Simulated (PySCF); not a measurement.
FLi, charge +1, doublet, geometry from GFN2-xTB (such geometries of metal compounds can be far from the true shape) (a state made from the parent by changing its charge; the spin is typed, not shown lowest), with bond 2-1 at 3.0 times its length; PBE/6-311G** in PySCF.

Here is a job for PySCF.
```python
from pyscf import gto, scf, dft

mol = gto.M(
    atom='''
Li   -0.00000000   -0.00000000   -1.66061298
F     0.00000000    0.00000000    4.98183894
''',
    basis='6-311g**',
    charge=1,
    spin=1,
    verbose=4,
)

mf = dft.UKS(mol)
mf.xc = 'pbe'
mf.kernel()
mo_i, mo_e, stable_i, stable_e = mf.stability(internal=True, external=False, return_status=True, nroots=6, tol=1e-6)
print('internally stable:', stable_i, ' externally stable:', stable_e)
if not stable_i:
    umf = mf.copy()
    umf.scf_summary = {}
    umf.kernel(umf.make_rdm1(mo_i, mf.mo_occ))
```

It wrote (shortened):

```
PySCF version 2.14.0

[INPUT] verbose = 4
[INPUT] num. atoms = 2
[INPUT] num. electrons = 11
[INPUT] charge = 1
[INPUT] spin (= nelec alpha-beta = 2S) = 1
[INPUT] symmetry False subgroup None
[INPUT] Mole.unit = angstrom
[INPUT] Symbol           X                Y                Z      unit          X                Y                Z       unit  Magmom
[...]
nuclear repulsion = 2.15098052148791
number of shells = 16
number of NR pGTOs = 62
number of NR cGTOs = 36
basis = 6-311g**
ecp = {}

******** <class 'pyscf.dft.uks.UKS'> ********
method = UKS
initial guess = minao
damping factor = 0
level_shift factor = 0
DIIS = <class 'pyscf.scf.diis.CDIIS'>
diis_start_cycle = 1
diis_space = 8
diis_damp = 0
SCF conv_tol = 1e-09
SCF conv_tol_grad = None
SCF max_cycles = 50
direct_scf = True
direct_scf_tol = 1e-13
number electrons alpha = 6  beta = 5
XC library pyscf.dft.libxc version 7.1.2
    S. Lehtola, C. Steigemann, M. J. T. Oliveira, and M. A. L. Marques,  SoftwareX 7, 1–5 (2018)
XC functionals = pbe
    J. P. Perdew, K. Burke, and M. Ernzerhof,  Phys. Rev. Lett. 77, 3865 (1996)
    J. P. Perdew, K. Burke, and M. Ernzerhof,  Phys. Rev. Lett. 78, 1396 (1997)
    J. P. Perdew, K. Burke, and M. Ernzerhof,  Phys. Rev. Lett. 77, 3865 (1996)
    J. P. Perdew, K. Burke, and M. Ernzerhof,  Phys. Rev. Lett. 78, 1396 (1997)
radial grids:
    Treutler-Ahlrichs [JCP 102, 346 (1995); DOI:10.1063/1.469408] (M4) radial grids

becke partition: Becke, JCP 88, 2547 (1988); DOI:10.1063/1.454033
pruning grids: <function nwchem_prune>
grids dens level: 3
symmetrized grids: False
atomic radii adjust function: <function treutler_atomic_radii_adjust>
small_rho_cutoff = 0
Set gradient conv threshold to 3.16228e-05
tot grids = 27984
init E= -107.065485014626

cycle= 1 E= -106.904037183622  delta_E= 0.161  |g|= 0.0959  |ddm|= 0.679
cycle= 2 E= -106.906419210009  delta_E= -0.00238  |g|= 0.0446  |ddm|= 0.0642
cycle= 3 E= -106.906761484171  delta_E= -0.000342  |g|= 0.027  |ddm|= 0.0307
cycle= 4 E= -106.906947641023  delta_E= -0.000186  |g|= 0.000968  |ddm|= 0.0117
cycle= 5 E= -106.906947916421  delta_E= -2.75e-07  |g|= 0.000287  |ddm|= 0.000583
cycle= 6 E= -106.906947938619  delta_E= -2.22e-08  |g|= 5.73e-05  |ddm|= 0.000138
cycle= 7 E= -106.906947939576  delta_E= -9.56e-10  |g|= 5.05e-06  |ddm|= 2.78e-05
Extra cycle  E= -106.906947939581  delta_E= -5.58e-12  |g|= 3.39e-06  |ddm|= 3.77e-06
converged SCF energy = -106.906947939581  <S^2> = 0.75077617  2S+1 = 2.000776
uhf_internal: lowest eigs of H = [-0.00124081 -0.00124081  0.37299919  0.37299919  0.42959198  0.42959201]
<class 'pyscf.dft.uks.UKS'> wavefunction has an internal instability
internally stable: False  externally stable: None

******** <class 'pyscf.dft.uks.UKS'> ********
method = UKS
initial guess = minao
damping factor = 0
level_shift factor = 0
DIIS = <class 'pyscf.scf.diis.CDIIS'>
diis_start_cycle = 1
diis_space = 8
diis_damp = 0
SCF conv_tol = 1e-09
SCF conv_tol_grad = None
SCF max_cycles = 50
direct_scf = True
direct_scf_tol = 1e-13
number electrons alpha = 6  beta = 5
XC library pyscf.dft.libxc version 7.1.2
    S. Lehtola, C. Steigemann, M. J. T. Oliveira, and M. A. L. Marques,  SoftwareX 7, 1–5 (2018)
XC functionals = pbe
    J. P. Perdew, K. Burke, and M. Ernzerhof,  Phys. Rev. Lett. 77, 3865 (1996)
    J. P. Perdew, K. Burke, and M. Ernzerhof,  Phys. Rev. Lett. 78, 1396 (1997)
    J. P. Perdew, K. Burke, and M. Ernzerhof,  Phys. Rev. Lett. 77, 3865 (1996)
    J. P. Perdew, K. Burke, and M. Ernzerhof,  Phys. Rev. Lett. 78, 1396 (1997)
radial grids:
    Treutler-Ahlrichs [JCP 102, 346 (1995); DOI:10.1063/1.469408] (M4) radial grids

becke partition: Becke, JCP 88, 2547 (1988); DOI:10.1063/1.454033
pruning grids: <function nwchem_prune>
grids dens level: 3
symmetrized grids: False
atomic radii adjust function: <function treutler_atomic_radii_adjust>
small_rho_cutoff = 0
Set gradient conv threshold to 3.16228e-05
init E= -106.903249199551
[...]
cycle= 3 E= -106.90727760361  delta_E= -4.56e-06  |g|= 0.00197  |ddm|= 0.00323
cycle= 4 E= -106.907279828606  delta_E= -2.22e-06  |g|= 0.00106  |ddm|= 0.0023
cycle= 5 E= -106.907284136378  delta_E= -4.31e-06  |g|= 0.00106  |ddm|= 0.00621
cycle= 6 E= -106.907296528311  delta_E= -1.24e-05  |g|= 0.00104  |ddm|= 0.0181
cycle= 7 E= -106.907301804029  delta_E= -5.28e-06  |g|= 0.00103  |ddm|= 0.00784
cycle= 8 E= -106.907292290733  delta_E= 9.51e-06  |g|= 0.00108  |ddm|= 0.014
cycle= 9 E= -106.907131672774  delta_E= 0.000161  |g|= 0.0333  |ddm|= 0.308
cycle= 10 E= -106.907376661465  delta_E= -0.000245  |g|= 0.0112  |ddm|= 0.105
cycle= 11 E= -106.907327630781  delta_E= 4.9e-05  |g|= 0.0184  |ddm|= 0.0293
cycle= 12 E= -106.907231430695  delta_E= 9.62e-05  |g|= 0.028  |ddm|= 0.101
cycle= 13 E= -106.907248646098  delta_E= -1.72e-05  |g|= 0.0272  |ddm|= 0.0217
cycle= 14 E= -106.907330917655  delta_E= -8.23e-05  |g|= 0.0211  |ddm|= 0.0108
cycle= 15 E= -106.907451240923  delta_E= -0.00012  |g|= 0.00564  |ddm|= 0.00765
cycle= 16 E= -106.907441947222  delta_E= 9.29e-06  |g|= 0.00985  |ddm|= 0.0832
cycle= 17 E= -106.907463509555  delta_E= -2.16e-05  |g|= 0.00488  |ddm|= 0.015
cycle= 18 E= -106.907470434616  delta_E= -6.93e-06  |g|= 0.000407  |ddm|= 0.00942
cycle= 19 E= -106.907470463838  delta_E= -2.92e-08  |g|= 0.000197  |ddm|= 0.00286
cycle= 20 E= -106.907470472451  delta_E= -8.61e-09  |g|= 0.000157  |ddm|= 0.000383
cycle= 21 E= -106.907470468878  delta_E= 3.57e-09  |g|= 2.57e-05  |ddm|= 0.000796
cycle= 22 E= -106.907470476314  delta_E= -7.44e-09  |g|= 3.68e-05  |ddm|= 0.00169
cycle= 23 E= -106.90747045746  delta_E= 1.89e-08  |g|= 3.4e-05  |ddm|= 0.00178
cycle= 24 E= -106.907470377098  delta_E= 8.04e-08  |g|= 2.62e-05  |ddm|= 0.00605
cycle= 25 E= -106.907470326562  delta_E= 5.05e-08  |g|= 4.39e-05  |ddm|= 0.00397
cycle= 26 E= -106.907470397887  delta_E= -7.13e-08  |g|= 2.24e-05  |ddm|= 0.00585
cycle= 27 E= -106.907470219454  delta_E= 1.78e-07  |g|= 9.52e-05  |ddm|= 0.0126
cycle= 28 E= -106.907467531192  delta_E= 2.69e-06  |g|= 0.00295  |ddm|= 0.0877
cycle= 29 E= -106.907469917714  delta_E= -2.39e-06  |g|= 0.000437  |ddm|= 0.0646
cycle= 30 E= -106.907470318772  delta_E= -4.01e-07  |g|= 3.57e-05  |ddm|= 0.0303
cycle= 31 E= -106.907470348275  delta_E= -2.95e-08  |g|= 2.74e-05  |ddm|= 0.00208
cycle= 32 E= -106.907470317738  delta_E= 3.05e-08  |g|= 3.34e-05  |ddm|= 0.00216
cycle= 33 E= -106.907470298292  delta_E= 1.94e-08  |g|= 3.93e-05  |ddm|= 0.00139
cycle= 34 E= -106.907470075899  delta_E= 2.22e-07  |g|= 0.000206  |ddm|= 0.0168
cycle= 35 E= -106.907470096511  delta_E= -2.06e-08  |g|= 0.000185  |ddm|= 0.00163
cycle= 36 E= -106.907470207826  delta_E= -1.11e-07  |g|= 8.44e-05  |ddm|= 0.00855
cycle= 37 E= -106.907470111533  delta_E= 9.63e-08  |g|= 0.000166  |ddm|= 0.00738
cycle= 38 E= -106.907469994207  delta_E= 1.17e-07  |g|= 0.000323  |ddm|= 0.009
cycle= 39 E= -106.907470100116  delta_E= -1.06e-07  |g|= 0.000175  |ddm|= 0.00807
cycle= 40 E= -106.907470104062  delta_E= -3.95e-09  |g|= 0.000127  |ddm|= 0.000216
cycle= 41 E= -106.907469759886  delta_E= 3.44e-07  |g|= 0.000588  |ddm|= 0.0361
cycle= 42 E= -106.907469684701  delta_E= 7.52e-08  |g|= 0.000772  |ddm|= 0.0108
cycle= 43 E= -106.907469835332  delta_E= -1.51e-07  |g|= 0.000365  |ddm|= 0.0162
cycle= 44 E= -106.907469677971  delta_E= 1.57e-07  |g|= 0.000781  |ddm|= 0.0102
cycle= 45 E= -106.907469907976  delta_E= -2.3e-07  |g|= 2.11e-05  |ddm|= 0.0176
cycle= 46 E= -106.907469853662  delta_E= 5.43e-08  |g|= 0.000149  |ddm|= 0.0123
cycle= 47 E= -106.907469857695  delta_E= -4.03e-09  |g|= 0.000216  |ddm|= 0.00414
cycle= 48 E= -106.907469869297  delta_E= -1.16e-08  |g|= 6.54e-05  |ddm|= 0.000254
cycle= 49 E= -106.907469862155  delta_E= 7.14e-09  |g|= 4e-06  |ddm|= 0.00303
cycle= 50 E= -106.907469853379  delta_E= 8.78e-09  |g|= 5.65e-06  |ddm|= 0.00733
SCF not converged.
SCF energy = -106.907469853379 after 50 cycles  <S^2> = 0.75078558  2S+1 = 2.0007854
```

The run did not converge; its last values are not results.
